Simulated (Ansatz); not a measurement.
Ba2Se. Total charge 0; quintet. Geometry PBE-D4/def2-TZVP; atoms count from 1.

| atom | x (Å) | y (Å) | z (Å) |
| --- | --- | --- | --- |
| Ba1 | 1.357 | -1.576 | 0.671 |
| Ba2 | 0.209 | 2.107 | -0.539 |
| Se3 | -1.566 | -0.531 | -0.132 |

In the def2 sets Ba takes a core potential; there is no spin–orbit coupling. At PBE0-D4/def2-TZVP a singlet of charge 0 lies 3.08 eV below the quintet, each at its own geometry. The structure comes from a short search, and lower isomers may exist.

Question: Estimate the Mulliken populations from the PBE0/def2-TZVP orbitals of Ansatz.

Answer: 
| atom | charge (e) | spin (α − β) |
| --- | --- | --- |
| Ba1 | 0.30 | 1.50 |
| Ba2 | 0.30 | 1.50 |
| Se3 | -0.60 | 0.99 |
Mulliken values and Mayer orders depend strongly on the basis.

Question: Where does the spin sit?

Answer: Summed by element: Ba 3.01, Se 0.99, of 4 unpaired in all. Largest on single atoms: Ba1 1.50, Ba2 1.50, Se3 0.99.

Question: And the Mayer bond orders between bonded heavy atoms (over 0.3)?

Answer: Ba1–Ba2 1.30 (4.04 Å); Ba1–Se3 0.36 (3.21 Å); Ba2–Se3 0.36 (3.21 Å).
